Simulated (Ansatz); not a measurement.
Energy difference R1 + R2 → P1 + P2, each structure at its B3LYP-D3(BJ)/def2-TZVP stationary point, reached from a drawn start (curvature not checked).
R1, SiH4 (SMILES [SiH4]) (charge 0, multiplicity 1):
```xyz
5

Si     0.000     0.000     0.000
H     -0.169     1.223    -0.816
H     -0.744     0.148     1.271
H      1.437    -0.205     0.290
H     -0.524    -1.167    -0.745
```
P1, Si2H6 (SMILES [SiH3][SiH3]) (charge 0, multiplicity 1):
```xyz
8

Si    -1.166     0.119    -0.017
Si     1.166    -0.119     0.017
H     -1.763    -0.812    -1.006
H     -1.537     1.506    -0.388
H     -1.734    -0.183     1.319
H      1.537    -1.506     0.388
H      1.763     0.812     1.006
H      1.734     0.183    -1.319
```
R2, FH3Si (SMILES F[SiH3]) (charge 0, multiplicity 1):
```xyz
5

Si    -0.0423     0.0011    -0.0093
F      1.5256    -0.0402     0.3368
H     -0.3834     1.3689    -0.4503
H     -0.3045    -0.9741    -1.0873
H     -0.7954    -0.3558     1.2102
```
P2, HF (SMILES F) (charge 0, multiplicity 1):
```xyz
2

F      0.000     0.000     0.462
H      0.000     0.000    -0.462
```

P less R. No zero-point or thermal terms.

Cores are frozen in the correlated methods.

Run with Ansatz (an electronic-structure program) with Gaussian orbitals. All values are computed, each at the level named.

Total energies in hartree:

```
structure  PBE/def2-TZVPP  B3LYP/def2-TZVPP  CCSD(T)/cc-pV(Q+d)Z
---------  --------------  ----------------  -------------------
R1            -291.721617       -291.917183          -291.452236
P1            -582.273639       -582.643854          -581.722983
R2            -390.985868       -391.270509          -390.692916
P2            -100.393473       -100.492723          -100.373106
```

Q: Work out the reaction energy at each level in eV (1 hartree = 27.21139 eV), and say how far PBE/def2-TZVPP lies from CCSD(T)/cc-pV(Q+d)Z.

A: 
- PBE/def2-TZVPP: (-582.273639) + (-100.393473) − (-291.721617) − (-390.985868) = 0.040373 hartree = 1.099 eV
- B3LYP/def2-TZVPP: (-582.643854) + (-100.492723) − (-291.917183) − (-391.270509) = 0.051115 hartree = 1.391 eV
- CCSD(T)/cc-pV(Q+d)Z: (-581.722983) + (-100.373106) − (-291.452236) − (-390.692916) = 0.049063 hartree = 1.335 eV
PBE/def2-TZVPP less CCSD(T)/cc-pV(Q+d)Z: -0.236 eV. CCSD(T)/cc-pV(Q+d)Z is the level counted from, the highest shown, and no exact or measured value.
